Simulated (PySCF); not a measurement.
Ga(Cl)(Br)(OH) (BrClGaHO), SMILES [OH][Ga]([Cl])[Br].

Geometry optimised at PBE0-D3(BJ)/def2-SVP. The structure was generated by enumeration; whether it is a known compound was not checked. Other conformers were not sampled.

Computed with C-PCM-ωB97X/def2-SVP in PySCF.

The values are the electrostatic part of the solvation free energy, E(continuum) − E(gas) at the gas-phase geometry, in a cavity of scaled van der Waals radii (PySCF's table); cavitation and dispersion terms are not included. A continuum can't describe solvent molecules that bind to the metal. In vacuum the orbital gap is 11.67 eV. The dipole moment in vacuum is 1.32 D.

```json
[
 {"solvent": "water", "ε": "78.36", "ΔG(elec) (kcal/mol)": "-7.0", "dipole (D)": "1.74", "gap (eV)": "11.95"},
 {"solvent": "diethylether", "ε": "4.24", "ΔG(elec) (kcal/mol)": "-5.3", "dipole (D)": "1.63", "gap (eV)": "11.88"},
 {"solvent": "tetrahydrofuran", "ε": "7.43", "ΔG(elec) (kcal/mol)": "___", "dipole (D)": "___", "gap (eV)": "___"}
]
```

Some entries are withheld; supply them. (The exact figures need the calculation; the answer reports its results.)


- tetrahydrofuran, ΔG(elec) (kcal/mol): -6.0
- tetrahydrofuran, dipole (D): 1.68
- tetrahydrofuran, gap (eV): 11.91
